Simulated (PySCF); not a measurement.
Sm⁴⁶⁺ (samarium, charge +46) across methods

[Ne] 3s2 3p4, high-spin 3P determinant. Calculation: PySCF 2.14, in an uncontracted even-tempered set (18 s from 9.2 bohr⁻², ratio 2.5; 12 p from 12 bohr⁻², ratio 2.5; 4 d from 52 bohr⁻², ratio 2.7; 4 f from 77 bohr⁻², ratio 2.7); scalar relativity by spin-free X2C-1e.

```tsv
method	E (hartree)	mean ε 3s β (eV)	mean ε 3p α (eV)	mean ε 3p β (eV)	Σ⟨r²⟩ (bohr²)	⟨S²⟩
UHF	-8440.53625	-4150.4	-3930.3	-3909.1	0.4380	2.000
PBE	-8441.54	-4103.4	-3881.1	-3864.0	0.4376	2.000
LDA	-8433.48	-4101.5	-3879.3	-3861.9	0.4379	2.000
r2SCAN	-8441.71	-4106.0	-3885.8	-3866.8	0.4378	2.000
PBE0	-8441.47	-4115.7	-3893.8	-3875.8	0.4377	2.000
PBEsol	-8437.95	-4102.1	-3880.1	-3862.8	0.4377	2.000
M06-L	-8441.55	-4105.8	-3885.9	-3865.5	0.4375	2.000
```

Spin-orbit coupling is strong in this species (close to jj coupling), so the high-spin LS determinant is a model state, not a physical level.
